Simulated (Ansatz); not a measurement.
Consider the formal loss of a carbene: `CCB(N)Cl` → `[CH2]` (triplet) + `CB(N)Cl`.

Gas-phase electronic energies from Ansatz, PBE0-D4/def2-TZVP geometries. CCSD(T)/CBS adds triple-zeta CCSD(T) − MP2 to the extrapolated MP2 energy (def2 sets, frozen cores). This one scheme is used for every species. Functionals use def2-TZVPP. Triplets are unrestricted, without spin–orbit coupling. Each species was taken in one conformer, which may not be the lowest.

`CCB(N)Cl`:

Cartesian coordinates in Å:
```
C -1.231 -0.642 -0.954
C 0.221 -0.253 -0.681
B 0.412 0.702 0.549
N 1.263 0.429 1.612
Cl -0.496 2.240 0.613
H -1.314 -1.276 -1.840
H -1.660 -1.192 -0.113
H -1.850 0.243 -1.115
H 0.624 0.261 -1.564
H 0.833 -1.153 -0.553
H 1.389 1.054 2.389
H 1.809 -0.413 1.658
```

`[CH2]` (triplet):

Z-matrix (Å, degrees):
```
C
H 1 1.079
H 1 1.079 2 134.9
```

`CB(N)Cl`:

Z-matrix (Å, degrees):
```
C
B 1 1.563
H 1 1.094 2 110.4
H 1 1.093 2 113.2 3 -121.5
H 1 1.094 2 110.4 3 117.0
N 2 1.389 1 124.0 3 121.5
Cl 2 1.786 1 119.1 3 -58.5
H 6 1.005 2 123.0 1 180.0
H 6 1.005 2 122.4 1 0.0
```

Task: Is it downhill or uphill in electronic energy at CCSD(T)/CBS, and by how much? (Estimate.)

Result: Computed: Uphill: ΔE = +4.41 eV.

Task: What do these levels give: PBE-D4, revPBE-D4, PBE-QIDH, CCSD/def2-SVP, CCSD/def2-TZVPP, HF/def2-QZVPP? (Estimate.)

Result: The calculation gave: PBE-D4 4.46, revPBE-D4 4.33, PBE-QIDH 4.37, CCSD/def2-SVP 4.18, CCSD/def2-TZVPP 4.18, HF/def2-QZVPP 2.87 eV.

Largest T1 diagnostic among the species: 0.011.

From r2SCAN to r2SCAN0 (25 % exact exchange), in def2-TZVPP and without D4, ΔE moves by −0.04 eV. In def2-TZVPP, CCSD(T) changes the Hartree–Fock value by +1.43 eV (the triples alone add +0.12 eV) and MP2 by +1.56 eV.
